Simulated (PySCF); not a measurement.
## Working out the excitation energy of Ne⁺

Ne⁺ [He] 2s2 2p5 (2P) → Ne⁺ [He] 2s1 2p6 (2S). All numbers are calculated (PySCF 2.14, scalar relativity by spin-free X2C-1e, in ANO-RCC-VTZP). Frozen: nothing. Energies in hartree (1 hartree = 27.21139 eV):

```csv
part,Ne⁺ (lower),Ne⁺ (upper)
UHF,-127.961379,-126.869884
MP2 opposite-spin,-0.158281,-0.224825
MP2 same-spin,-0.051587,-0.064921
```

Q: What does Hartree-Fock give?

A: (-126.869884) − (-127.961379) = 1.091495 hartree = 29.701 eV.

Q: What do MP2 and SCS-MP2 (6/5 opposite-spin, 1/3 same-spin) give?

A: The opposite-spin parts differ by -1.811 eV and the same-spin parts by -0.363 eV. MP2: 29.701 + (-1.811) + (-0.363) = 27.527 eV. SCS-MP2: 29.701 + 1.2 × (-1.811) + (-0.363)/3 = 27.407 eV.

Measured between the centres of the two terms (NIST): 26.878 eV, so MP2 (valence and next inner shell) is off by 0.649 eV.

What remains against the reference includes basis incompleteness and correlation beyond second order.
